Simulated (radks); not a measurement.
The nuclear charge of neutral platinum is varied continuously with 78 electrons held in [Xe] 4f14 5d9 6s1. All-electron calculation, scalar-relativistic Kohn-Sham, r2SCAN, spin-polarised, spherical densities, finite nucleus; open shells are filled with parallel spins first (spin-orbit coupling, left out, can overturn this in heavy ions); meta-GGA in the generalised Kohn-Sham scheme; Fermi nuclear charge, rms radius 5.427 fm. Program: a radial shooting solver on a logarithmic mesh with Libxc functionals. By the Hellmann-Feynman theorem dE/dZ = E(electron-nucleus)/Z, the electronic potential at the nucleus (averaged over a nucleus of fixed radius). The scalar-relativistic energy here is not variational (the density holds large components alone), so the two differ by a part that grows with Z.

Z     E (hartree)  E(electron-nucleus)/Z (hartree)  HOMO  e(HOMO) (eV)  <r> HOMO (bohr)
77.8  -18293.6944                         -584.156    5d        -3.622            1.722
78    -18411.7777                         -586.497    5d        -5.604            1.678
78.2  -18530.3396                         -588.839    5d        -7.713            1.639
78.4  -18649.3801                         -591.183    6s        -9.698            2.707
78.6  -18768.8998                         -593.528    6s       -11.459            2.642
78.8  -18888.8990                         -595.875    6s       -13.292            2.582
79    -19009.3782                         -598.224    6s       -15.193            2.526

The central difference of E at Z = 78 is -591.613 hartree, to compare with the third column; the second derivative is -12 hartree.
